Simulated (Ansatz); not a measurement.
Ansatz (a first-principles code) input (SVWN5/def2-TZVP):

Ansatz 0.2 input:
```yaml
crystal:
  periodic: [false, false, false]
  atoms:
    - {symbol: Se, position_ang: [-0.00124381, 0.05708994, 0.00093953]}
    - {symbol: H, position_ang: [-1.02995211, -0.99348070, -0.01282780]}
    - {symbol: H, position_ang: [1.07224155, -0.94757714, -0.01911605]}
basis:
  gaussian:
    orbitals: def2-TZVP
hamiltonian:
  xc: {name: SVWN5}
relax: {f_tol: 0.003, max_steps: 100}
```

Output:

```
Functional definition: SVWN5
integrals: 0.01 GiB planned
475 factors; their error is unknown
mean field: 0.11 GiB planned
mean field evaluation 1: about -65288.2045 eV, gradient 1.6e1 eV
mean field evaluation 2: about -65288.4599 eV, gradient 9.7e0 eV
mean field evaluation 4: about -65288.7293 eV, gradient 3.2e-1 eV
mean field evaluation 8: about -65288.7013 eV, gradient 1.2e-1 eV
mean field -65288.70129128 eV, -2399.3155181833 hartree, gradient 7.9e-6 eV, S^2 0.000000; 0 other end points of the search recorded, 0 dependent functions left out
the calculation of the forces begins
reference -65288.70131456 eV, -2399.3155190388 hartree; 18, 18 occupied and 42, 42 virtual orbitals, 475 factors
relax step   1: F+E_penalty+E_count = -65288.70129128 eV  Δ(F+E_penalty+E_count) = +0.000e0 eV  max|allowed force component| = 2.269e-1 eV/Å  Δτ_max = 0.0000 Å  (23 SCF iters, accepted)
these checks for a lower state are left out or cut short: starts, cluster_reference, orbital_swaps, neighbouring_geometries, increment
integrals: 0.01 GiB planned
475 factors; their error is unknown
mean field: 0.11 GiB planned
mean field evaluation 16: about -65288.7296 eV, gradient 5.8e-1 eV
mean field -65288.70238109 eV, -2399.3155582329 hartree, gradient 7.7e-6 eV, S^2 0.000000; 0 other end points of the search recorded, 0 dependent functions left out
the calculation of the forces begins
reference -65288.70240432 eV, -2399.3155590869 hartree; 18, 18 occupied and 42, 42 virtual orbitals, 475 factors
relax step   2: F+E_penalty+E_count = -65288.70238109 eV  Δ(F+E_penalty+E_count) = -1.090e-3 eV  max|allowed force component| = 3.613e-2 eV/Å  Δτ_max = 0.0112 Å  (27 SCF iters, accepted)
these checks for a lower state are left out or cut short: starts, cluster_reference, orbital_swaps, neighbouring_geometries, increment
integrals: 0.01 GiB planned
475 factors; their error is unknown
mean field: 0.11 GiB planned
mean field -65288.70254440 eV, -2399.3155642347 hartree, gradient 7.7e-6 eV, S^2 0.000000; 0 other end points of the search recorded, 0 dependent functions left out
the calculation of the forces begins
reference -65288.70256765 eV, -2399.3155650892 hartree; 18, 18 occupied and 42, 42 virtual orbitals, 475 factors
relax step   3: F+E_penalty+E_count = -65288.70254440 eV  Δ(F+E_penalty+E_count) = -1.633e-4 eV  max|allowed force component| = 2.598e-3 eV/Å  Δτ_max = 0.0053 Å  (28 SCF iters, accepted)
integrals: 0.01 GiB planned
475 factors; their error is unknown
mean field: 0.11 GiB planned
mean field evaluation 32: about -65288.7303 eV, gradient 1.2e-1 eV
mean field -65288.70254440 eV, -2399.3155642347 hartree, gradient 2.0e-5 eV, S^2 0.000000; 1 other end points of the search recorded, 0 dependent functions left out
the calculation of the forces begins
reference -65288.70256765 eV, -2399.3155650892 hartree; 18, 18 occupied and 42, 42 virtual orbitals, 475 factors
Total energy: -65288.70256765 eV, -2399.3155650892 hartree
Atom 0 at    -0.001435     0.065847     0.001084 Å, force     0.000052    -0.002409    -0.000040 eV/Å
Atom 1 at    -1.025277    -0.997759    -0.012914 Å, force     0.002545     0.001261     0.000012 eV/Å
Atom 2 at     1.067757    -0.952056    -0.019174 Å, force    -0.002598     0.001149     0.000028 eV/Å
Dipole moment:     0.003736    -0.171458    -0.002822 e Å
```
